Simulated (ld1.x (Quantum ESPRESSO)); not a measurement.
**Se (Z = 34): one change to a TM potential, before and after**

* Element: Se
* Generator: ld1.x (Quantum ESPRESSO) 7.5
* Type: norm-conserving Troullier–Martins (Kleinman–Bylander form)
* Functional: PBE
* Relativity: fully relativistic
* Frozen core: [Ar] 3d10
* Valence charge: 6
* Reference configuration: 4s2 4p2 (charge +2)
* Partial waves: 4s (bound): rc 1.50 bohr; 4p (bound): rc 1.65 bohr; 4d channel at 0.2 Ry: rc 1.30 bohr
* Local potential: all-electron potential smoothed inside 1.55 bohr (lloc = -1)
* Core correction: Bessel-smoothed model core inside 1.30 bohr

Open shells are filled in proportion to 2j + 1 (rel_dist='average').

Change: local potential all-electron potential smoothed inside 1.34 bohr (lloc = -1).

Cutoffs: the cutoffs (Ry, on a coarse ladder) from which the occupation-weighted sum of valence levels, in a spherical-Bessel basis at the reference potential, stays within 10 and 1 mRy of its value at 400 Ry; they do not see the model core or the augmentation charge, which bear on the density cutoff. Errors are all-electron minus pseudo energies relative to the spin-unpolarised reference configuration.

Q: What does the change do?

A: The potential gets neither clearly harder nor softer (40 Ry and 55 Ry → 40 Ry and 55 Ry); both files keep a bound ghost (d); of the 7 tests that both files solve, the error grows in 4 and shrinks in 2 by more than 15 % and 0.3 meV (median size 4.1 → 5.0 meV); the range in which the s phases agree narrows (upper end 0.8 → -1.1); the range in which the d3/2 phases agree narrows (upper end 3.5 → 2.4).

```tsv
quantity	base	changed
cutoff, loose	40 Ry	40 Ry
cutoff, tight	55 Ry	55 Ry
loose cutoff by channel (10 mRy a level)	s 21 Ry, p 18 Ry	s 21 Ry, p 15 Ry
bound ghosts	d3/2, d5/2	d3/2, d5/2
error for 4s2 4p4, meV [ΔE -31.20 eV]	+5.6	+11
error for 4s2 4p3, meV [ΔE -20.35 eV]	+0.7	+3.0
error for 4s2 4p1, meV [ΔE 30.87 eV]	-4.1	+0.8
error for 4s2 4p4.3, meV [ΔE -32.80 eV]	+7.7	+14
error for 4s1 4p4, meV [ΔE -8.82 eV]	-2.1	-1.8
error for 4s2 4p0, meV [ΔE 73.07 eV]	-37	-8.4
error for 4s1 4p5, meV [ΔE -20.33 eV]	+3.0	+5.0
s: phases at 1.81 bohr within 0.05 rad from the reference energy up to (Ry; the scan ends near 5)	0.8	-1.1
p1/2: phases at 1.81 bohr within 0.05 rad from the reference energy up to (Ry; the scan ends near 5)	3.1	2.5
p3/2: phases at 1.81 bohr within 0.05 rad from the reference energy up to (Ry; the scan ends near 5)	3.0	2.3
d3/2: phases at 1.81 bohr within 0.05 rad from the reference energy up to (Ry; the scan ends near 5)	3.5	2.4
d5/2: phases at 1.81 bohr within 0.05 rad from the reference energy up to (Ry; the scan ends near 5)	3.4	2.2
```

 A true bound ghost makes a file unfit for plane-wave use even where its test errors are small: the radial tests pick states by their node count and pass the ghost by.
